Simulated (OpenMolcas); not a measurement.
Computed transition rates of V IV

| Quantity | Value |
| --- | --- |
| Program | OpenMolcas |
| Method | MS-RASPT2, IPEA 0.25 Eh, imaginary shift 0.1 Eh (closed shells correlated: 3s 3p) |
| Basis | ANO-RCC-VTZP [6s5p3d2f1g] |
| Scalar Hamiltonian | DKH2, point nucleus |
| Active space | 2 electrons in 9 orbitals (RAS2 3d 4s; RAS3 4p, at most 2 electrons) |
| State averaging | 2S+1 = 3 even, 10 roots; 2S+1 = 1 even, 20 roots kept (CI in the orbitals of an earlier block); 2S+1 = 3 odd, 15 roots; 2S+1 = 1 odd, 15 roots kept (CI in the orbitals of an earlier block) |
| Spin-orbit coupling | RASSI with atomic mean-field integrals over the reference wave functions, term energies averaged over their components |

Rates come from the transition moments of the reference wave functions (E1 and E2 in the length form). At fixed line strength A goes as λ^-3 for E1 and M1 and as λ^-5 for E2, so a rate at the computed wavelength can be rescaled to the measured one. Measured vacuum wavelengths follow from level energies in Sugar and Corliss, J. Phys. Chem. Ref. Data 7, 1191 (1978). Branching counts decays inside the model space alone, at computed energies, and the table is only a selection of the E2 and M1 lines, drawn from those between levels with measured partners whose computed energy lies within a factor of 1.5 of the measured one.

```json
{"Upper": "3d2 3F3", "Lower": "3d2 3F2", "Type": "M1", "λ computed (nm)": "30470", "λ measured (nm)": "30730", "A computed (s-1)": "9.12e-04", "A rescaled (s-1)": "8.89e-04", "Branching %": "100.0"}
{"Upper": "3d2 3F4", "Lower": "3d2 3F3", "Type": "M1", "λ computed (nm)": "23710", "λ measured (nm)": "24430", "A computed (s-1)": "1.52e-03", "A rescaled (s-1)": "1.39e-03", "Branching %": "100.0"}
{"Upper": "3d2 3P1", "Lower": "3d2 1D2", "Type": "M1", "λ computed (nm)": "3184", "λ measured (nm)": "4386", "A computed (s-1)": "5.84e-03", "A rescaled (s-1)": "", "Branching %": "7.6"}
{"Upper": "3d2 3P2", "Lower": "3d2 1D2", "Type": "M1", "λ computed (nm)": "2958", "λ measured (nm)": "4002", "A computed (s-1)": "1.30e-02", "A rescaled (s-1)": "", "Branching %": "16.4"}
{"Upper": "3d2 1G4", "Lower": "3d2 1D2", "Type": "E2", "λ computed (nm)": "1214", "λ measured (nm)": "1346", "A computed (s-1)": "1.18e-03", "A rescaled (s-1)": "7.04e-04", "Branching %": "2.5"}
{"Upper": "3d2 1D2", "Lower": "3d2 3F3", "Type": "M1", "λ computed (nm)": "965.2", "λ measured (nm)": "940.4", "A computed (s-1)": "3.77e-02", "A rescaled (s-1)": "", "Branching %": "64.3"}
{"Upper": "3d2 1D2", "Lower": "3d2 3F2", "Type": "M1", "λ computed (nm)": "935.5", "λ measured (nm)": "912.5", "A computed (s-1)": "2.08e-02", "A rescaled (s-1)": "", "Branching %": "35.5"}
{"Upper": "3d2 3P2", "Lower": "3d2 3F4", "Type": "E2", "λ computed (nm)": "750.7", "λ measured (nm)": "785.9", "A computed (s-1)": "4.85e-02", "A rescaled (s-1)": "3.86e-02", "Branching %": "61.2"}
{"Upper": "3d2 3P1", "Lower": "3d2 3F3", "Type": "E2", "λ computed (nm)": "740.7", "λ measured (nm)": "774.4", "A computed (s-1)": "4.53e-02", "A rescaled (s-1)": "3.63e-02", "Branching %": "59.1"}
{"Upper": "3d2 3P2", "Lower": "3d2 3F3", "Type": "E2", "λ computed (nm)": "727.7", "λ measured (nm)": "761.4", "A computed (s-1)": "1.48e-02", "A rescaled (s-1)": "1.18e-02", "Branching %": "18.6"}
{"Upper": "3d2 3P2", "Lower": "3d2 3F3", "Type": "M1", "λ computed (nm)": "727.7", "λ measured (nm)": "761.4", "A computed (s-1)": "4.27e-04", "A rescaled (s-1)": "", "Branching %": "0.5"}
{"Upper": "3d2 3P1", "Lower": "3d2 3F2", "Type": "E2", "λ computed (nm)": "723.1", "λ measured (nm)": "755.3", "A computed (s-1)": "2.55e-02", "A rescaled (s-1)": "2.05e-02", "Branching %": "33.2"}
{"Upper": "3d2 3P2", "Lower": "3d2 3F2", "Type": "E2", "λ computed (nm)": "710.7", "λ measured (nm)": "743", "A computed (s-1)": "2.33e-03", "A rescaled (s-1)": "1.87e-03", "Branching %": "2.9"}
{"Upper": "3d2 1G4", "Lower": "3d2 3F4", "Type": "M1", "λ computed (nm)": "550.1", "λ measured (nm)": "566.4", "A computed (s-1)": "2.77e-02", "A rescaled (s-1)": "", "Branching %": "59.2"}
{"Upper": "3d2 1G4", "Lower": "3d2 3F3", "Type": "M1", "λ computed (nm)": "537.6", "λ measured (nm)": "553.5", "A computed (s-1)": "1.78e-02", "A rescaled (s-1)": "", "Branching %": "38.0"}
{"Upper": "3d2 1S0", "Lower": "3d2 3P2", "Type": "E2", "λ computed (nm)": "343.5", "λ measured (nm)": "344.8", "A computed (s-1)": "8.27e-02", "A rescaled (s-1)": "", "Branching %": "0.6"}
{"Upper": "3d2 1S0", "Lower": "3d2 3P1", "Type": "M1", "λ computed (nm)": "340.6", "λ measured (nm)": "342.2", "A computed (s-1)": "4.30e-01", "A rescaled (s-1)": "", "Branching %": "3.0"}
{"Upper": "3d2 1S0", "Lower": "3d2 1D2", "Type": "E2", "λ computed (nm)": "307.7", "λ measured (nm)": "317.4", "A computed (s-1)": "1.37e+01", "A rescaled (s-1)": "1.17e+01", "Branching %": "96.2"}
```

Spin-changing lines and M1 lines between different terms are not rescaled, since their strength hangs on the term gaps too.

The largest correction is for 3d2 1G4 → 3d2 1D2 (E2): 1.18e-03 × (1214 / 1346)^5 = 7.04e-04 s-1, a factor of 0.60.

The computed rate and branching of 3d2 3F3 → 3d2 3F2 give the upper level a radiative lifetime of 1.000 / 9.12e-04 s-1 = 1.10e+03 s, counting decays inside the model space alone. The rescaled rate gives about 1.1e+03 s.

These are rates of the free ion; in crystals, glasses and complexes forced electric-dipole and non-radiative decay shorten such lifetimes by orders of magnitude. No measured rate stands beside these. Rescaling mends the energy factor alone: line strengths can still be far off where a level mixes with configurations outside the active space, and weak or spin-changing lines hang on small mixing coefficients that depend on the term gaps too, so rescaling need not improve them.

CASPT2 does not keep the components of a term degenerate, so their means are used; among the terms shown or strongly mixed into the levels shown the widest spread is 1100 cm-1 (3d2 1G). Terms from blocks run as CI alone lack orbitals of their own. Measured partners are found by configuration, term and J. A level has none where our copy of the source lacks it or the pairing is in doubt (some pairs that miss far off the trend of their configuration count as doubtful). Levels of configurations outside the active space are missing.
